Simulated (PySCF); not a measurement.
C2H7AlOS, SMILES C[S][Al]([CH3])[OH]. Atoms are numbered in the order given.

```xyz
12

Al    -0.1273    -0.7787     0.0000
C      0.8045    -2.4976     0.0000
H      1.8989    -2.3625     0.0000
H      0.5425    -3.1002    -0.8875
H      0.5425    -3.1002     0.8875
O     -1.8317    -0.5770     0.0000
H     -2.4901    -1.2802     0.0000
S      0.9655     1.1082     0.0000
C     -0.4091     2.3427     0.0000
H     -1.3864     1.8429     0.0000
H     -0.3095     2.9690    -0.8967
H     -0.3095     2.9690     0.8967
```
Charge 0, spin multiplicity 1.

Geometry: TPSSh-D3(BJ)/def2-SVP. The values are those of a single conformer.

Two levels are set side by side: PBE/pcSseg-1 (PySCF) and PBE0/pcSseg-1 (PySCF). GIAO shifts against H2O (¹⁷O), H2S (³³S), TMS (¹H), TMS (¹³C) at the same level; non-relativistic, no solvent, atoms listed together averaged. Differences are taken from unrounded values.

| quantity | PBE0 | PBE | PBE minus PBE0 |
|---|---|---|---|
| δ(¹³C) of C2 (ppm) | -10.8 | -11.0 | -0.2 |
| δ(¹H) of H3, H4, H5 (ppm) | 0.03 | 0.02 | -0.01 |
| δ(¹⁷O) of O6 (ppm) | 53.3 | 65.9 | 12.7 |
| δ(¹H) of H7 (ppm) | 2.54 | 2.65 | 0.12 |
| δ(³³S) of S8 (ppm) | 41.6 | 68.8 | 27.2 |
| δ(¹³C) of C9 (ppm) | 14.1 | 14.8 | 0.7 |

Rough cost on one machine, each run with all the roots and properties that it gave: PBE0 against PBE within a factor of 2.
